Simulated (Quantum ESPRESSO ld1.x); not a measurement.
Values are calculated unless marked as measured or tabulated.
One sound ld1.x (Quantum ESPRESSO 7.5) input for the calcium ion Ca3+ gives E = -676.1296 hartree in 19 iterations:

```
 &input
    zed=20.0,
    iswitch=1,
    rel=1,
    dft='PW',
    config='[Ne] 3s2 3p5',
    verbosity='high',
    prefix='ld1',
    max_out_wfc=37,
    file_charge='ld1.rho',
 /
```

Changed or added lines, one case at a time, and what came of them:

- config='[Ne] 3s2 3p5 2d1': refused. The program stops in el_config with "main/angular quantum number mismatch": l must be smaller than n.
- dx=0.001: refused. The program stops in do_mesh with "ndmx is too small": the mesh holds 3500 points at most, so dx, xmin and rmax must fit that.
- config='[Ne] 3s2 3p': refused. The program stops in el_config with "no occupancy field?": each term needs its occupation.
- xmin=-12.0: usable despite the warning. The mesh starts very near the nucleus, where rounding noise provokes warnings (final residual 7e-15); the energy differs from the default mesh by less than 1e-5 hartree, which is rather the error of the default start.
- config='[Ne] 3s2 3p5 4d-1': harmless. A negative occupation marks a state as unused; the result equals that of the sound run.
- rmax=5000.0: harmless. The energy moves by less than 1e-5 hartree against the default mesh (-676.1296 hartree).
- config='[Ne] 3s2 3p5 4p2': ran as typed. The string holds 19 electrons for Z = 20, so the species has charge 1 and is not the one meant. The run is valid for that other species.
